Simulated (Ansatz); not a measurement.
Al₁₃As₁₃H₃₀⁻, a nanocrystal cut from zinc blende AlAs (hydrogen-capped). The state is a doublet with charge -1. Geometry r2SCAN-D4/def2-SVP, that of the neutral singlet; atoms count from 1.

Cartesian coordinates in Å:
```
Al -2.6349 -1.1045 -1.3597
Al -2.9455 -1.5269 2.8271
Al -2.1411 -4.8328 0.5778
Al 1.0554 -2.7226 -1.2178
Al 0.6874 -3.1196 2.9667
Al -3.5657 2.3484 0.8790
Al -3.3379 2.6476 -3.1830
Al 0.4846 0.8435 -3.0108
Al -0.4942 4.2662 -0.7465
Al 0.1966 0.5361 1.0038
Al 4.0776 -1.0027 1.1720
Al 3.5158 2.5076 -0.5930
Al 4.4022 -0.7469 -2.8870
As -3.1904 -2.5320 0.6028
As -3.7725 1.1059 -1.2261
As -4.0904 0.6958 2.6859
As -0.2166 -0.5902 -1.1055
As -0.5230 -0.9449 2.8514
As 0.2561 -4.0431 0.7354
As 3.4389 -2.0558 -0.9495
As 3.1028 -2.4581 2.9617
As -1.0976 2.6450 1.0467
As -0.8588 2.9254 -2.7682
As 2.9058 1.2746 -2.6241
As 1.9905 4.4928 -0.5323
As 2.6174 1.0160 1.1891
H -2.9737 -1.8433 -2.7217
H -3.4184 -2.3334 4.1077
H -2.3788 -5.5006 -0.8468
H -2.5097 -5.5524 1.9530
H 0.8292 -3.5111 -2.5753
H 0.3321 -3.9777 4.2519
H -4.3828 3.6925 1.0787
H -3.5539 1.8442 -4.5393
H -4.0448 4.0434 -2.8716
H 0.2405 0.1641 -4.4231
H -1.2112 5.6728 -0.5994
H 5.6041 -0.6857 1.4610
H 5.0241 2.9380 -0.3611
H 4.0440 -1.4890 -4.2483
H 5.8855 -0.3113 -2.4931
H -4.6814 -2.7798 0.5068
H -5.2537 0.7970 -1.2913
H -5.5792 0.4404 2.6512
H -4.0388 1.3809 4.0326
H -0.2565 -0.2221 4.1544
H 1.0872 -5.3092 0.7277
H 4.2166 -3.3552 -0.9289
H 3.9227 -3.7261 3.0150
H 3.4851 -1.9181 4.3210
H -0.8245 3.3287 2.3693
H -0.3765 3.8425 -3.8727
H 3.3247 2.2195 -3.7310
H 2.4540 5.4565 -1.5996
H 2.3213 5.3518 0.6669
H 2.8503 1.7177 2.5099
```

Single mean-field runs in def2-TZVP are fitted with def2-universal-jkfit.

**Question.** Estimate the Mulliken populations of the heavy atoms from the PBE0/def2-TZVP orbitals of Ansatz.

**Answer.** 
```
atom  charge (e)  spin (α − β)
 Al1        0.26          0.02
 Al2        0.22          0.06
 Al3        0.21          0.00
 Al4        0.26          0.02
 Al5        0.22          0.06
 Al6        0.22          0.06
 Al7        0.21          0.00
 Al8        0.26          0.02
 Al9        0.22          0.06
Al10        0.15          0.30
Al11        0.22          0.06
Al12        0.22          0.06
Al13        0.21          0.00
As14       -0.27          0.01
As15       -0.27          0.01
As16       -0.15          0.00
As17       -0.31         -0.02
As18       -0.25          0.04
As19       -0.27          0.01
As20       -0.27          0.01
As21       -0.15          0.00
As22       -0.25          0.04
As23       -0.27          0.01
As24       -0.27          0.01
As25       -0.15          0.00
As26       -0.25          0.04
```
Mulliken values depend strongly on the basis.

**Question.** Where does the spin sit?

**Answer.** Summed by element: Al 0.74, As 0.17, H 0.09, of 1 unpaired in all. Largest on single atoms: Al10 0.30, Al6 0.06, Al9 0.06.

**Question.** And the Mayer bond orders between heavy atoms (over 0.3)?

**Answer.** Al1–As14 0.78 (2.49 Å); Al1–As15 0.78 (2.49 Å); Al1–As17 0.79 (2.49 Å); Al2–As14 0.86 (2.45 Å); Al2–As16 0.72 (2.50 Å); Al2–As18 0.80 (2.49 Å); Al3–As14 0.72 (2.53 Å); Al3–As19 0.72 (2.53 Å); Al4–As17 0.79 (2.49 Å); Al4–As19 0.78 (2.49 Å); Al4–As20 0.78 (2.49 Å); Al5–As18 0.80 (2.49 Å); Al5–As19 0.86 (2.45 Å); Al5–As21 0.72 (2.50 Å); Al6–As15 0.86 (2.45 Å); Al6–As16 0.72 (2.50 Å); Al6–As22 0.80 (2.49 Å); Al7–As15 0.72 (2.53 Å); Al7–As23 0.72 (2.53 Å); Al8–As17 0.79 (2.49 Å); Al8–As23 0.78 (2.49 Å); Al8–As24 0.78 (2.49 Å); Al9–As22 0.80 (2.49 Å); Al9–As23 0.86 (2.45 Å); Al9–As25 0.72 (2.50 Å); Al10–As17 0.83 (2.43 Å); Al10–As18 0.80 (2.47 Å); Al10–As22 0.80 (2.47 Å); Al10–As26 0.80 (2.47 Å); Al11–As20 0.86 (2.45 Å); Al11–As21 0.72 (2.50 Å); Al11–As26 0.80 (2.49 Å); Al12–As24 0.86 (2.45 Å); Al12–As25 0.72 (2.50 Å); Al12–As26 0.80 (2.49 Å); Al13–As20 0.72 (2.53 Å); Al13–As24 0.72 (2.53 Å).
